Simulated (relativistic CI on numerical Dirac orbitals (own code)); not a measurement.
# Co⁺ in a cubic cluster: L2,3 absorption with charge transfer

Computed with a charge-transfer multiplet model of a cubic metal-ligand cluster with up to 2 ligand holes, Slater and spin-orbit integrals from Dirac-Coulomb-Breit ions, Slater integrals scaled by 0.8. The ground state mixes d8 with configurations of k ligand holes L, whose averages lie at kΔ + k(k − 1)U_dd/2; a core hole lowers each added d electron by U_cd. 300 K, Lorentzian 0.4 eV and Gaussian 0.3 eV FWHM.

Atomic integrals in eV (Slater integrals scaled, ζ unscaled), ground: F2dd 8.285, F4dd 5.103, zeta_d 0.056; with the core hole: F2dd 8.285, F4dd 5.103, zeta_d 0.075, zeta_core 9.677, F2cd 5.321, G1cd 3.943, G3cd 2.240.

Cluster parameters (eV): U_dd = 5.8, U_cd = 7.1, 10Dq = 0.45, 10Dq(ligand) = 1.2, V(eg) = 1.55, V(t2g) = -0.73, final-state hopping factor = 0.8.

| Case | n_d | d8 | d9L | d10L2 | S |
| --- | --- | --- | --- | --- | --- |
| Δ = 3.6 eV | 8.18 | 0.83 | 0.17 | 0.00 | 1.00 |
| Δ = 4.6 eV | 8.13 | 0.87 | 0.13 | 0.00 | 1.00 |
| Δ = 5.6 eV | 8.10 | 0.90 | 0.10 | 0.00 | 1.00 |
| Δ = 6.6 eV | 8.08 | 0.92 | 0.08 | 0.00 | 1.00 |
| Δ = 8.6 eV | 8.05 | 0.95 | 0.05 | 0.00 | 1.00 |

Weights, n_d and S are thermal averages at 300 K. Photon energies count from the first peak over 30 % of the highest in each spectrum, which can be another peak from case to case. The parameters are a model scan and need not match a compound or its usual spin state. Peaks in eV (height, largest 100):
- Δ = 3.6 eV: 0.0 (100), 1.3 (26), 14.6 (24), 15.4 (28)
- Δ = 4.6 eV: 0.0 (100), 1.5 (27), 14.6 (23), 15.5 (31)
- Δ = 5.6 eV: 0.0 (100), 1.7 (26), 14.6 (23), 15.6 (33)
- Δ = 6.6 eV: 0.0 (100), 1.7 (25), 14.6 (23), 15.6 (34)
- Δ = 8.6 eV: 0.0 (100), 1.9 (25), 14.6 (22), 15.7 (35)

For the case Δ = 5.6 eV, Δ = 5.6 eV is smaller than U_dd = 5.8 eV, the charge-transfer side of the Zaanen-Sawatzky-Allen scheme. With the core hole the configuration with one ligand hole lies at Δ + U_dd − U_cd = 2.3, 3.3, 4.3, 5.3, 7.3 eV from the one without, in the order of the table; where this is negative the screened configuration lies lower.
